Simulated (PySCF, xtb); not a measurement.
Ge(F)3(OH) (F₃GeHO), SMILES [OH][Ge]([F])([F])[F].

xtb with GFN2-xTB at its own geometry gives an orbital gap of 8.66 eV and a dipole moment of 3.18 D.

Coordinates come from a PBE0-D3(BJ)/def2-SVP optimisation. One conformer was computed; it need not be the lowest.

**Question.** What does PBE/def2-TZVP (PySCF) give? (The exact figures need the calculation; the answer reports its results.)

**Answer.** gap 6.38 eV (levels -8.80 and -2.42 eV), dipole 2.20 D.
